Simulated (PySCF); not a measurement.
C2H9AsIn, doublet, at a GFN2-xTB geometry (such geometries of metal compounds can be far from the true shape) (the spin is typed, not shown lowest) (core potentials on In); CAMB3LYP/def2-SVP (PySCF).

Input for PySCF:
```python
from pyscf import gto, scf, dft

mol = gto.Mole()
mol.atom = '''
    In    0.465815    0.632368    0.834164
    C     1.432206    1.909148   -0.926994
    H     2.511759    1.800166   -0.998921
    H     1.173884    2.953828   -0.766376
    H     0.959875    1.548186   -1.840371
    C    -1.795812    1.062607    1.437404
    H    -2.380621    0.165738    1.236973
    H    -2.119426    1.868714    0.781729
    H    -1.914424    1.358995    2.476849
    As   -0.555110   -1.558733   -1.248882
    H    -0.599480   -2.480421   -0.067441
    H     0.904863   -1.856220   -1.403408
    H    -0.861100   -2.737350   -2.142429
'''
mol.basis = 'def2-svp'
mol.ecp = {'In': 'def2-svp'}
mol.charge = 0
mol.spin = 1
mol.verbose = 4
mol.build()

mf = dft.UKS(mol)
mf.xc = 'camb3lyp'
mf.kernel()
```

It wrote (shortened):

```
PySCF version 2.14.0

[INPUT] verbose = 4
[INPUT] num. atoms = 13
[INPUT] num. electrons = 75
[INPUT] charge = 0
[INPUT] spin (= nelec alpha-beta = 2S) = 1
[INPUT] symmetry False subgroup None
[INPUT] Mole.unit = angstrom
[INPUT] Symbol           X                Y                Z      unit          X                Y                Z       unit  Magmom
[INPUT]  1 In     0.465815000000   0.632368000000   0.834164000000 AA    0.880262774714   1.195002329939   1.576341502972 Bohr   0.0
[INPUT]  2 C      1.432206000000   1.909148000000  -0.926994000000 AA    2.706477093959   3.607766851261  -1.751764779115 Bohr   0.0
[INPUT]  3 H      2.511759000000   1.800166000000  -0.998921000000 AA    4.746536600911   3.401820718754  -1.887687110077 Bohr   0.0
[INPUT]  4 H      1.173884000000   2.953828000000  -0.766376000000 AA    2.218319262009   5.581925939072  -1.448240748440 Bohr   0.0
[INPUT]  5 H      0.959875000000   1.548186000000  -1.840371000000 AA    1.813900863817   2.925647529886  -3.477797157592 Bohr   0.0
[INPUT]  6 C     -1.795812000000   1.062607000000   1.437404000000 AA   -3.393592851207   2.008036208046   2.716299890354 Bohr   0.0
[INPUT]  7 H     -2.380621000000   0.165738000000   1.236973000000 AA   -4.498721696388   0.313199428433   2.337540193482 Bohr   0.0
[INPUT]  8 H     -2.119426000000   1.868714000000   0.781729000000 AA   -4.005134681282   3.531357665140   1.477253713630 Bohr   0.0
[INPUT]  9 H     -1.914424000000   1.358995000000   2.476849000000 AA   -3.617737046294   2.568128354653   4.680566261903 Bohr   0.0
[INPUT] 10 As    -0.555110000000  -1.558733000000  -1.248882000000 AA   -1.049005869007  -2.945578471322  -2.360044941899 Bohr   0.0
[INPUT] 11 H     -0.599480000000  -2.480421000000  -0.067441000000 AA   -1.132853017154  -4.687316363620  -0.127445019567 Bohr   0.0
[INPUT] 12 H      0.904863000000  -1.856220000000  -1.403408000000 AA    1.709943250252  -3.507747426940  -2.652056761024 Bohr   0.0
[INPUT] 13 H     -0.861100000000  -2.737350000000  -2.142429000000 AA   -1.627243165863  -5.172841807078  -4.048604051326 Bohr   0.0

nuclear repulsion = 351.229165896144
number of shells = 61
number of NR pGTOs = 246
number of NR cGTOs = 131
basis = def2-svp
ecp = {'In': 'def2-svp'}

******** <class 'pyscf.dft.uks.UKS'> ********
method = UKS
initial guess = minao
damping factor = 0
level_shift factor = 0
DIIS = <class 'pyscf.scf.diis.CDIIS'>
diis_start_cycle = 1
diis_space = 8
diis_damp = 0
SCF conv_tol = 1e-09
SCF conv_tol_grad = None
SCF max_cycles = 50
direct_scf = True
direct_scf_tol = 1e-13
number electrons alpha = 38  beta = 37
XC library pyscf.dft.libxc version 7.1.2
    S. Lehtola, C. Steigemann, M. J. T. Oliveira, and M. A. L. Marques,  SoftwareX 7, 1–5 (2018)
XC functionals = camb3lyp
    T. Yanai, D. P. Tew, and N. C. Handy,  Chem. Phys. Lett. 393, 51 (2004)
radial grids:
    Treutler-Ahlrichs [JCP 102, 346 (1995); DOI:10.1063/1.469408] (M4) radial grids

becke partition: Becke, JCP 88, 2547 (1988); DOI:10.1063/1.454033
pruning grids: <function nwchem_prune>
grids dens level: 3
symmetrized grids: False
atomic radii adjust function: <function treutler_atomic_radii_adjust>
small_rho_cutoff = 0
Set gradient conv threshold to 3.16228e-05
tot grids = 158808
init E= -2485.01866800556

cycle= 1 E= -2505.65952564058  delta_E= -20.6  |g|= 1.51  |ddm|= 8.96
cycle= 2 E= -2487.37938675346  delta_E= 18.3  |g|= 5.22  |ddm|= 10.3
cycle= 3 E= -2507.23029030047  delta_E= -19.9  |g|= 0.196  |ddm|= 9.49
cycle= 4 E= -2507.25253624211  delta_E= -0.0222  |g|= 0.128  |ddm|= 0.486
cycle= 5 E= -2507.25916297154  delta_E= -0.00663  |g|= 0.0271  |ddm|= 0.136
cycle= 6 E= -2507.25968944758  delta_E= -0.000526  |g|= 0.00986  |ddm|= 0.0445
cycle= 7 E= -2507.25983728629  delta_E= -0.000148  |g|= 0.00406  |ddm|= 0.0296
cycle= 8 E= -2507.25986165359  delta_E= -2.44e-05  |g|= 0.00189  |ddm|= 0.0104
cycle= 9 E= -2507.25986943684  delta_E= -7.78e-06  |g|= 0.00083  |ddm|= 0.0063
cycle= 10 E= -2507.25987170669  delta_E= -2.27e-06  |g|= 0.00039  |ddm|= 0.00408
cycle= 11 E= -2507.25987211646  delta_E= -4.1e-07  |g|= 0.000209  |ddm|= 0.00172
cycle= 12 E= -2507.25987222307  delta_E= -1.07e-07  |g|= 9.69e-05  |ddm|= 0.000916
cycle= 13 E= -2507.25987224724  delta_E= -2.42e-08  |g|= 3.07e-05  |ddm|= 0.000465
cycle= 14 E= -2507.25987225174  delta_E= -4.5e-09  |g|= 1.24e-05  |ddm|= 0.000219
cycle= 15 E= -2507.25987225254  delta_E= -8.02e-10  |g|= 6.69e-06  |ddm|= 8.28e-05
Extra cycle  E= -2507.25987225266  delta_E= -1.19e-10  |g|= 4.45e-06  |ddm|= 2.52e-05
converged SCF energy = -2507.25987225266  <S^2> = 0.76026288  2S+1 = 2.0102367
```
